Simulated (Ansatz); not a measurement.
Basis sets compared for B8N⁺. Total charge 1; singlet. Geometry PBE0-D4/def2-SVP. Ansatz on 4 threads of Arm Neoverse V2 on a shared host; times are rough, and most runs start from earlier orbitals.

Cartesian coordinates in Å:
```
N 0.2079 -0.3103 -0.1584
B 0.9965 -1.4869 -0.7594
B 0.6726 -1.3896 0.7943
B -0.8909 1.7863 -0.8681
B -0.2678 1.0774 -2.0914
B -0.6603 0.9853 0.5032
B -0.6297 0.4828 2.0269
B 0.4519 -0.2885 -1.6513
B 0.1198 -0.8566 2.2042
```

The restricted singlet is unstable towards broken spin symmetry in Hartree–Fock (as tested in another run); at PBE-D4/def2-SVP, PBE-D4/def2-TZVP, PBE0-D4/def2-SVP, PBE0-D4/def2-TZVP this wasn't settled. Another isomer (singlet) lies 5.46 eV lower at PBE0-D4/def2-TZVP; other spin states weren't run for this one.

```json
{"level": "PBE-D4/def2-SVP", "functions": "126", "energy (Eh)": "-252.3415", "HOMO (eV)": "-10.77", "LUMO (eV)": "-9.99", "wall time": "1.1 s"}
{"level": "PBE0-D4/def2-SVP", "functions": "126", "energy (Eh)": "-252.3588", "HOMO (eV)": "-11.45", "LUMO (eV)": "-8.91", "wall time": "1.4 s"}
```

(1) Estimate the rows for PBE-D4/def2-TZVP (with forces), PBE0-D4/def2-TZVP.

Answers

(1) 
| level | functions | energy (Eh) | HOMO (eV) | LUMO (eV) | wall time |
| --- | --- | --- | --- | --- | --- |
| PBE-D4/def2-TZVP (with forces) | 279 | -252.6095 | -10.73 | -9.95 | 3.5 s |
| PBE0-D4/def2-TZVP | 279 | -252.6269 | -11.42 | -8.86 | 5.5 s |
